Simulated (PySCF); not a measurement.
SMILES Cl[Se]I (ClISe) at its PBE0/def2-SVP optimised geometry (Å):

```
3

Se    -1.0175    -1.0630     0.0000
Cl    -1.4992     1.0630     0.0000
I      1.4992    -1.0630     0.0000
```

Calculation: PBE0/def2-TZVP, def2 effective core potentials past Kr in PySCF 2.14.0. The core electrons that the potentials of I replace are not part of the density. Cells within 0.4 Å of a nucleus heavier than hydrogen are left out (blank, or x).

Map of the electron localisation function on the plane z = 0.0 Å:

```
|0000000000000000000000000000000|
|0000000000000000000000000000000|
|0000000000000000000000000000000|
|0000000011111100000000000000000|
|0000011233333211000000000000000|
|0001234456666532000000000000000|
|0013456777888753100000000000000|
|0135678888999875200000000000000|
|1357899744899985200000000000000|
|24689981xx189985100000111100000|
|2478997xxxx59984000012443210000|
|2578997xxxx59862000135666431000|
|24789992xx178741001367887653100|
|2467899855787520003688998764210|
|1245678888886421125789999875310|
|0012345677775322346777888876420|
|0000123455433344566543346876420|
|0000013431111246664234433676420|
|0000124413xx414776237xx73466420|
|0000245417xxx2377525xxxx4356420|
|000135751xxxx2377525xxxx4355420|
|0001467723xx514675238xx73366420|
|0002468862221255664235533576420|
|0001467887434444466533346776420|
|0001357888765432357877788875310|
|0000235677654211257899999875310|
|0000023444432100146889998764210|
|0000001222210000135788887653100|
|0000000000000000024677776531000|
|0000000000000000013455554310000|
|0000000000000000001223221100000|
```
Scale: ten equal steps from 0.000 (start of '0') to 0.907 (end of '9'), in the order '0123456789'; x runs from -3.50 to 3.50, y from -3.50 (bottom) to 3.50 (top).
